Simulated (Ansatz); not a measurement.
Isolated molecules relaxed with PBE0-D4/def2-TZVP in Ansatz; ΔE leaves out vibrations. CCSD(T)/CBS is the MP2 limit (def2-TZVPP, def2-QZVPP) plus CCSD(T) − MP2 in def2-TZVPP, frozen cores. This one scheme is used for every species. Functionals use def2-TZVPP. B3LYP here is the variant with VWN-RPA as its local correlation; programs differ in this. def2 core potentials past Kr. For Sn outer-core shells are correlated without core-valence functions, which leaves a few kJ/mol of doubt a bond. Each species was taken in one conformer, which may not be the lowest.

Consider the substitution at a C–C bond: `CC[Si]S` + `[OH][Sn][Cl]` → `C[O][Sn][Cl]` + `C[Si]S`.

```json
{"level": "PBE0-D4", "ΔE (kJ/mol)": "24.4"}
{"level": "B3LYP", "ΔE (kJ/mol)": "18.2"}
```

Task: What does CCSD(T)/CBS give? (An estimate is asked.)

Result: The calculation gave: +27.2 kJ/mol. The listed levels differ from it by -2.8, -9.0 kJ/mol.

Task: What do rigid-rotor, harmonic-oscillator terms from PBE0-D4/def2-TZVP frequencies (298.15 K, 1 bar) make of the CCSD(T)/CBS value? (Estimate.)

Result: Ansatz gave: ΔZPE = -0.5 kJ/mol, ΔH = +27.7 kJ/mol, ΔS = 10 J/(mol·K), ΔG = +24.8 kJ/mol.

Largest T1 diagnostic among the species: 0.017.

From BLYP to BHLYP (50 % exact exchange), in def2-TZVPP and without D4, ΔE moves by +3.4 kJ/mol. Leaving LDA and LC-ωPBE aside and taking each functional with its dispersion term where it has one, the values, not all of them listed here, spread over 11.0 kJ/mol, from BLYP-D4 to PBE-QIDH. At CCSD(T), def2-SVP lies −13.3 kJ/mol from the extrapolated value and def2-TZVPP −1.3 kJ/mol.
